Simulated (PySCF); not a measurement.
r2SCAN on Ba⁻ (barium, charge -1), [Xe] 5d1 6s2, 2D determinant. Computed with PySCF 2.14 in def2-TZVPPD with the def2 core potential (46 electrons), with a scalar-relativistic core potential.

```
cycle= 1 E= -25.447031863377  delta_E= -0.0032  |g|= 0.02  |ddm|= 0.568
cycle= 2 E= -25.4478201276716  delta_E= -0.000788  |g|= 0.0119  |ddm|= 0.208
cycle= 3 E= -25.4481848119208  delta_E= -0.000365  |g|= 0.00346  |ddm|= 0.125
cycle= 4 E= -25.4483966668358  delta_E= -0.000212  |g|= 0.0018  |ddm|= 0.0719
cycle= 5 E= -25.4484582760533  delta_E= -6.16e-05  |g|= 0.000282  |ddm|= 0.0754
cycle= 6 E= -25.4484588312429  delta_E= -5.55e-07  |g|= 0.000133  |ddm|= 0.01
cycle= 7 E= -25.4484590736237  delta_E= -2.42e-07  |g|= 1.97e-05  |ddm|= 0.00514
cycle= 8 E= -25.4484590777917  delta_E= -4.17e-09  |g|= 7.02e-06  |ddm|= 0.00116
cycle= 9 E= -25.4484590780834  delta_E= -2.92e-10  |g|= 4.7e-07  |ddm|= 0.000312
converged SCF energy = -25.4484590780834  <S^2> = 0.91198318  2S+1 = 2.1559065
```

Highest occupied orbital energy: 1.828 eV; ⟨L²⟩ = 6.51; populations by l: s 3.92, p 6.00, d 1.08, f 0.00.

Q: Can this result be used?

A: With care. Self-consistency was reached. Energies and moments cover only the electrons outside the core potential. Spin-orbit coupling, absent here, splits the open shell strongly. ⟨S²⟩ = 0.91 against 0.75 shows spin contamination. The configuration of this anion was assumed by filling the next shell in order. It is not the known or likely ground configuration (Ca⁻, Sr⁻ and Ba⁻, for instance, bind a p electron), so these values are not the electron affinity of the element. At r2SCAN the highest occupied level has a positive energy, so only the finite basis holds that electron.
